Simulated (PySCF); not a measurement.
Au²⁺: excitation energy

Au²⁺ [Xe] 4f14 5d9 (2D) → Au²⁺ [Xe] 4f14 5d8 6p1 (high-spin determinant), as a difference of total energies. Calculation: PySCF 2.14, in x2c-TZVPPall; the spin-free X2C one-electron Hamiltonian (Gaussian nucleus). Correlated levels: valence and next inner shell: [Kr] 4d10 4f14 frozen. The calculations carry no spin-orbit coupling.

| method | excitation energy (cm⁻¹) |
| --- | --- |
| UHF | 96397 |
| MP2 (valence and next inner shell) | 103110 |
| SCS-MP2 (valence and next inner shell) | 103240 |
| CCSD (valence and next inner shell) | 101430 |
| CCSD(T) (valence and next inner shell) | 101340 |

A first-order spin-orbit estimate (lowest level to lowest level, LS coupling) adds 0.047 eV.

The basis was made for the ground configuration and has no added diffuse functions, so the excitation energy can come out too high.

The determinant of the upper state mixes LS terms, which raises its energy above the lowest term, most at the Hartree-Fock and MP2 levels.
